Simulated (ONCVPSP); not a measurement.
## Before and after: ONCV potential for tin

ONCVPSP 4.0.1 input, shortened (lines: element, Z, core and valence counts, functional; n l f; lmax; l rc ep ncon nbas qcut; lloc lpopt rc5 dvloc0; l nproj debl; icmod fcfact rcfact), LDA (Perdew-Wang 92), scalar-relativistic:

```
  Sn 50.00    7    4  -001012      upf
    1    0    2.00
    2    0    2.00
    2    1    6.00
    3    0    2.00
    3    1    6.00
    3    2   10.00
    4    0    2.00
    4    1    6.00
    4    2   10.00
    5    0    2.00
    5    1    2.00
    2
    0    2.10    0.00    4    8    3.40
    1    1.20    0.00    4    9   10.10
    2    0.95    0.00    3    6   10.00
    4    4    0.75    0.00
    0    2    2.90
    1    2    2.20
    2    2    3.00
    3    1.50    1.05
```

All-electron outer shells of the reference configuration (LDA (PZ), scalar-relativistic, ld1.x):

```json
{"shell": "3d", "level (eV)": "-473.70", "outermost node (bohr)": "–", "outermost maximum (bohr)": "0.25"}
{"shell": "4s", "level (eV)": "-133.65", "outermost node (bohr)": "0.40", "outermost maximum (bohr)": "0.74"}
{"shell": "4p", "level (eV)": "-89.56", "outermost node (bohr)": "0.41", "outermost maximum (bohr)": "0.79"}
{"shell": "4d", "level (eV)": "-25.90", "outermost node (bohr)": "0.39", "outermost maximum (bohr)": "0.88"}
{"shell": "5s", "level (eV)": "-10.81", "outermost node (bohr)": "0.98", "outermost maximum (bohr)": "2.01"}
{"shell": "5p", "level (eV)": "-3.87", "outermost node (bohr)": "1.09", "outermost maximum (bohr)": "2.55"}
```

Change: all radii but the core radius scaled by about 1.22 (s 2.56, p 1.46, d 1.16 bohr); local potential polynomial inside 0.92 bohr (lpopt 4, dvloc0 0 Ha).

Cutoffs: the cutoffs (Ha) at which the residual kinetic energy of the hardest occupied pseudo-wave falls to 1 and 0.1 mHa per electron; they do not see the model core or the augmentation charge, which bear on the density cutoff. Errors are all-electron minus pseudo energies relative to the spin-unpolarised reference configuration.

Problem. What does the change do?

Solution. The potential gets softer (46 Ha and 70 Ha → 42 Ha and 48 Ha); both files keep a bound ghost (s); of the 4 tests that both files solve, the error grows in 2 and shrinks in 1 by more than 15 % and 0.3 meV (median size 6.2 → 11.3 meV). A larger radius leaves more room for a smooth pseudo-wave, so fewer plane waves are needed.

| quantity | base | changed |
| --- | --- | --- |
| cutoff, loose | 46 Ha | 42 Ha |
| cutoff, tight | 70 Ha | 48 Ha |
| loose cutoff by channel | s 6.0 Ha, p 37 Ha, d 46 Ha | s 4.9 Ha, p 24 Ha, d 42 Ha |
| bound ghosts | s | s |
| GHOST(+) flags under 300 eV | s at 123.2 eV | none |
| error for 4p6 4d10 5s2 5p1, meV [ΔE 7.09 eV] | -1.4 | -1.2 |
| error for 4p6 4d10 5s2 5p0, meV [ΔE 21.35 eV] | -4.6 | -2.4 |
| error for 4p6 4d10 5s1 5p0, meV [ΔE 52.80 eV] | -7.9 | -20 |
| error for 4p6 4d10 5s0 5p4, meV [ΔE 14.40 eV] | -30 | -48 |
| rms error of d²Exc/dni dnj with the model core, mHa | 2.66 | 2.65 |

 A true bound ghost makes a file unfit for plane-wave use even where its test errors are small: the radial tests pick states by their node count and pass the ghost by.
